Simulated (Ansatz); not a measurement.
A run on C₉H₁₀O₃SiW, SMILES `[CH3][W-3]1234([C]#[O+])([C]#[O+])([C]#[O+])[C@@H]5[C@H]1[C@H]2[C@@]3([SiH3])[C@@H]54` with other settings.

```yaml
crystal:
  periodic: [false, false, false]
  atoms:
    - {symbol: C, position_ang: [0.652059, -2.085644, 0.839872]}
    - {symbol: W, position_ang: [-0.079995, 0.084552, 0.966202]}
    - {symbol: C, position_ang: [0.724689, -0.255859, 2.510309]}
    - {symbol: O, position_ang: [1.151067, -0.289145, 3.578652]}
    - {symbol: C, position_ang: [-1.540807, -1.105679, 0.880416]}
    - {symbol: O, position_ang: [-2.487048, -1.725899, 0.791635]}
    - {symbol: C, position_ang: [-1.398526, 1.178808, 2.109688]}
    - {symbol: O, position_ang: [-2.085401, 1.734855, 2.721457]}
    - {symbol: C, position_ang: [0.787093, 2.191656, -0.131298]}
    - {symbol: C, position_ang: [1.736852, 1.364731, 0.007297]}
    - {symbol: C, position_ang: [1.401194, 0.295917, -0.993713]}
    - {symbol: C, position_ang: [0.115831, 0.533235, -1.471432]}
    - {symbol: Si, position_ang: [-0.912218, -0.487034, -2.681267]}
    - {symbol: C, position_ang: [-0.464015, 1.844308, -0.974414]}
    - {symbol: H, position_ang: [0.447923, -2.613626, 1.614459]}
    - {symbol: H, position_ang: [1.792591, -1.968295, 1.019751]}
    - {symbol: H, position_ang: [0.552437, -2.411959, -0.180231]}
    - {symbol: H, position_ang: [0.624440, 3.218586, 0.542188]}
    - {symbol: H, position_ang: [2.663361, 1.337307, 0.444221]}
    - {symbol: H, position_ang: [2.036350, -0.520755, -1.285277]}
    - {symbol: H, position_ang: [-0.544836, -2.050372, -2.479725]}
    - {symbol: H, position_ang: [-2.243935, -0.240778, -2.345240]}
    - {symbol: H, position_ang: [-0.579118, -0.119592, -3.971025]}
    - {symbol: H, position_ang: [-1.338461, 2.247713, -0.953666]}
basis:
  gaussian: {orbitals: def2-mTZVP}
magnetization: {spin_polarized: false, initial_magnetization: 2}
hamiltonian: {xc: {name: revPBE}}
accuracy: high
```

```sh
$ ansatz run in.yaml --threads 11 --pin off --events-out ev --progress --plain --max-ram 174080MiB --backend cuda --devices 0, --max-vram 75GiB
```

Output, abridged:

```
Functional definition: revPBE
6859 factors; integrals over basis functions are off by at most 1.9e-7 eV
mean field evaluation 1: about -25306.5429 eV, gradient 1.1e2 eV
mean field evaluation 2: about -25306.5278 eV, gradient 1.1e2 eV
mean field evaluation 4: about -25308.1617 eV, gradient 9.2e1 eV
mean field evaluation 8: about -25334.6364 eV, gradient 1.4e1 eV
mean field evaluation 16: about -25335.4251 eV, gradient 1.3e0 eV
mean field evaluation 64: about -25335.0657 eV, gradient 6.9e0 eV
mean field evaluation 96: about -25335.2649 eV, gradient 2.3e-1 eV
mean field evaluation 128: about -25335.4290 eV, gradient 3.8e-1 eV
mean field -25335.43575420 eV, -931.0600909917 hartree, gradient 2.2e-8 eV, S^2 2.000000; 12 other end points of the search recorded, 0 dependent functions left out
reference -25335.43576196 eV, -931.0600912771 hartree; 59, 57 occupied and 272, 274 virtual orbitals, 6859 factors
Total energy: -25335.43576196 eV, -931.0600912771 hartree
```

Run time 69 s (11 threads of an AMD EPYC 7R13 on a shared host and a whole NVIDIA H100 80 GB); peak host memory 1.8 GiB.
